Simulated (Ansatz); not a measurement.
Born–Oppenheimer molecular dynamics of C2H8Sn (11 atoms, charge 0, multiplicity 1). It starts at the highest image of a converged band. Of that band: Neighbouring images differ by up to 1.5 eV, so the band resolves the path poorly. A vibrational analysis at the climbing image gives one clearly imaginary mode, 1151i cm⁻¹: a first-order saddle point.

Level of theory: RKS PBE0-D4/def2-SVP (Ansatz).

| Property | Result |
| --- | --- |
| ensemble | NVE (velocity Verlet) |
| time step | 0.5 fs |
| steps asked | 200 |
| starting velocities drawn for | 300 K |
| seed | 6797 |

First frame:

```xyz
11
Properties=species:S:1:pos:R:3
Sn -0.460 -0.233 0.453
H 0.753 -0.201 1.666
C 1.986 0.166 0.451
H 2.545 -0.770 0.578
H 2.055 0.531 -0.583
H 2.330 0.938 1.150
C -0.791 1.648 -0.570
H -1.864 1.804 -0.744
H -0.409 2.466 0.058
H -0.259 1.645 -1.532
H -0.206 -1.489 -0.699
```

**Question.** How far do the bonds stretch over the last three quarters of this one trajectory? (Pairs bonded in most of those frames.)

**Answer.** 
```csv
bond,mean (Å),spread (Å),shortest,longest
Sn1–C7,2.228,0.080,2.11,2.32
Sn1–H11,1.792,0.038,1.73,1.85
H2–C3,1.144,0.122,0.94,1.38
C3–H4,1.104,0.038,1.03,1.19
C3–H5,1.105,0.019,1.06,1.14
C3–H6,1.110,0.056,1.01,1.21
C7–H8,1.109,0.018,1.08,1.14
C7–H9,1.104,0.023,1.06,1.15
C7–H10,1.102,0.020,1.06,1.14
```

Mean temperature of the second half: 1358 K. The conserved energy stayed within 1.1 meV per atom of its start (net change 0.045 meV per atom), so the integration is sound. The kinetic energy rose, since the run started high on the potential surface and went downhill. It ends in pieces (CH4 + CH4Sn), so much of that is their flight and rotation, not heat. A run of 0.1 ps of so small a system gives no equilibrium averages. The orbitals stay closed-shell, which can raise the energy where a bond breaks towards radicals; this wasn't checked here.

Run time: 7.3 min on 2 threads of Arm Neoverse V2, with other jobs on the host, peak memory 0.2 GiB.
